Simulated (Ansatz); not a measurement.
All numbers were calculated with Ansatz.

Basis-set series for C2H7GeNO, SMILES `C[N](C)[Ge][OH]`. The species carries charge 0 and has multiplicity 1. Geometry: relaxed with PBE0-D4/def2-TZVP. It is one conformer, not always the lowest.

| functional | basis | functions | energy (Eh) | HOMO (eV) | LUMO (eV) |
| --- | --- | --- | --- | --- | --- |
| PBE0-D4 | def2-SVP | 123 | -2286.51582 | -6.65 | -0.90 |
| PBE0-D4 | def2-TZVPP | 270 | -2287.02371 | -6.74 | -1.06 |
| ωB97M-V | def2-SVP | 123 | -2286.80132 | -8.87 | 1.04 |
| ωB97M-V | def2-TZVPP | 270 | -2287.31828 | -8.97 | 0.85 |

Q: Give the rows for def2-QZVPP. (Estimate.)

A: The calculation gave: 
| functional | basis | functions | energy (Eh) | HOMO (eV) | LUMO (eV) |
| --- | --- | --- | --- | --- | --- |
| PBE0-D4 | def2-QZVPP | 527 | -2287.08126 | -6.77 | -1.17 |
| ωB97M-V | def2-QZVPP | 527 | -2287.37432 | -9.00 | 0.61 |

Positive LUMOs are unbound and depend on the basis. Scalar relativity is left out up to krypton.
